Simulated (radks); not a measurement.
The oxygen anion O2-, [Ne], held by a Watson sphere: a shell of charge +2 at radius R that stands for the Madelung well of a crystal (potential energy -2/R inside, -2/r outside, in hartree with lengths in bohr). Method: scalar-relativistic Kohn-Sham, LDA (Slater exchange, Perdew-Wang correlation), spin-unpolarised, spherical densities, finite nucleus; Fermi nuclear charge, rms radius of each element as measured or else 0.836 A^(1/3) + 0.57 fm; computed with a radial shooting solver on a logarithmic mesh with Libxc functionals. Response by self-consistent Sternheimer equations with the Hartree and adiabatic LDA kernel, the relativistic mass of each level held fixed and spin-orbit coupling left out. The sphere does not respond.

R (bohr)	e(1s) (eV)	e(2s) (eV)	e(2p) (eV)	<r> 2p (bohr)	sum of <r^2> (bohr^2)	X-ray form factor at sin(theta)/lambda = 0.3 1/angstrom	alpha (bohr^3)
1.87	-504.64	-22.517	-8.358	1.460	20.82	4.191	12.87
2.04	-504.64	-21.736	-7.736	1.500	22.01	4.139	15.25
2.07	-504.63	-21.607	-7.630	1.507	22.23	4.132	15.70
2.51	-504.33	-19.979	-6.243	1.604	25.30	4.064	24.07
2.68	-504.16	-19.470	-5.783	1.639	26.50	4.053	28.26
3.24	-503.58	-18.152	-4.529	1.747	30.56	4.041	47.18
3.34	-503.48	-17.965	-4.342	1.765	31.31	4.040	51.57
3.37	-503.45	-17.911	-4.288	1.770	31.54	4.040	52.96
3.39	-503.43	-17.875	-4.252	1.774	31.69	4.040	53.91
